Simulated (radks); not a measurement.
Q: Spherical quantum dot in the effective-mass picture: electrons in a hard-walled sphere of radius 1.47, all in effective atomic units (hartree* = m*/eps^2 hartree, bohr* = eps/m* bohr), one dielectric constant everywhere. Method: non-relativistic Kohn-Sham, LDA (Slater exchange, Perdew-Wang correlation), spin-polarised, spherical densities; computed with a radial shooting solver with Libxc functionals. Levels are named by radial order and angular momentum (1s, 1p, 1d, 2s, ...), and open shells are averaged over m. Results are scaled to m* = 0.165 and eps = 4.1, for which hartree* = 267.1 meV and bohr* = 1.315 nm. At N = 29 the configuration is 1s2 1p6 1d10 2s(up 1, down 0) 1f(up 7, down 3). Does electron 30 go into 1g up or 2s down or 1f down?

A: Into 1f down. The total energies of the other choices lie higher by 84.9 meV (2s down), 971 meV (1g up).
